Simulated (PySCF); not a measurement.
Species: C₈H₁₆FP.
Numbering: `[CH3:1][CH2:2][CH2:3][CH2:4]/[P:5]=[C:6](\[F:7])[CH:8]([CH3:9])[CH3:10]` (hydrogens: H11, H12, H13 on C1; H14, H15 on C2; H16, H17 on C3; H18, H19 on C4; H20 on C8; H21, H22, H23 on C9; H24, H25, H26 on C10)

Cartesian coordinates in Å at the PBE0-D3(BJ)/def2-SVP level; atoms count from 1:
```xyz
26
C8H16FP angstrom
C      3.8054    0.6652   -0.3918
C      3.4133   -0.8026   -0.3095
C      1.9082   -1.0504   -0.2487
C      1.2322   -0.4675    0.9918
P     -0.5612   -0.9420    1.1568
C     -1.2610    0.1224    0.0503
F     -0.5318    1.0151   -0.6416
C     -2.7162    0.2434   -0.2812
C     -3.5711   -0.8323    0.3720
C     -3.2156    1.6521    0.0523
H      4.8950    0.7835   -0.4958
H      3.5012    1.2232    0.5074
H      3.3318    1.1551   -1.2581
H      3.8181   -1.3367   -1.1862
H      3.8930   -1.2661    0.5714
H      1.4286   -0.6244   -1.1466
H      1.7193   -2.1371   -0.2885
H      1.7333   -0.8377    1.9027
H      1.3103    0.6308    1.0033
H     -2.7741    0.1207   -1.3811
H     -4.6200   -0.7221    0.0592
H     -3.2339   -1.8425    0.0974
H     -3.5353   -0.7527    1.4707
H     -4.2519    1.7845   -0.2931
H     -3.1911    1.8177    1.1411
H     -2.5921    2.4198   -0.4263
```

All values: PBE0/pcSseg-1 (PySCF, non-relativistic), on one gas-phase PBE0-D3(BJ)/def2-SVP geometry that isn't relaxed in the solvent. The solvent is an IEF-PCM continuum (Bondi radii, 1.10 Å for H, scaled by 1.2). Specific hydrogen bonds and non-electrostatic terms are outside this model.

Gas phase at PBE0/pcSseg-1: HOMO -6.72 eV, LUMO -1.14 eV, dipole 0.67 D.

**Question.** What does the continuum do to the energy, the frontier levels and the dipole at PBE0/pcSseg-1 in benzene and water?

**Answer.** 
| solvent | ε | E(solvent) − E(gas) (kJ/mol) | polarisation term (kJ/mol) | distortion of the solute (kJ/mol) | HOMO (eV) | LUMO (eV) | dipole (D) |
| --- | --- | --- | --- | --- | --- | --- | --- |
| benzene | 2.271 | -4.54 | -4.77 | 0.23 | -6.73 | -1.15 | 0.77 |
| water | 78.36 | -10.20 | -11.54 | 1.34 | -6.79 | -1.20 | 0.92 |

The polarisation term is half the interaction of the solute with the surface charges that it induces; the rest is the cost of distorting the solute's density. The sum is the electrostatic part of solvation alone. From benzene to water the lowering changes by a factor 2.25, Onsager's factor (ε − 1)/(2ε + 1) by 2.14 and ε itself by 34.5.

**Question.** Give the dipole vector in the frame of the coordinates (D, pointing from negative to positive charge), gas and water.

**Answer.** Gas (-0.42, 0.29, -0.44), solvent (-0.50, 0.46, -0.62). Its length changes by +38 % and its direction by 6°.

**Question.** Which Mulliken charges (PBE0/pcSseg-1) respond most in benzene (means over atoms taken as equivalent)?

**Answer.** 
```json
{"atoms": "P5", "environment": "phosphorus bonded to 2 C", "gas (e)": "+0.274", "solvent (e)": "+0.253", "change": "-0.021"}
{"atoms": "C1", "environment": "methyl carbon", "gas (e)": "-0.296", "solvent (e)": "-0.302", "change": "-0.006"}
{"atoms": "H20", "environment": "methine hydrogen", "gas (e)": "+0.146", "solvent (e)": "+0.152", "change": "+0.006"}
{"atoms": "C9/C10", "environment": "methyl carbon", "gas (e)": "-0.240", "solvent (e)": "-0.244", "change": "-0.004"}
{"atoms": "H18/H19", "environment": "methylene hydrogen", "gas (e)": "+0.154", "solvent (e)": "+0.157", "change": "+0.003"}
{"atoms": "F7", "environment": "fluorine bonded to C", "gas (e)": "-0.267", "solvent (e)": "-0.270", "change": "-0.003"}
{"atoms": "C6", "environment": "carbon bonded to C, F and P", "gas (e)": "+0.046", "solvent (e)": "+0.049", "change": "+0.003"}
{"atoms": "C8", "environment": "sp3 CH carbon", "gas (e)": "-0.355", "solvent (e)": "-0.352", "change": "+0.003"}
```
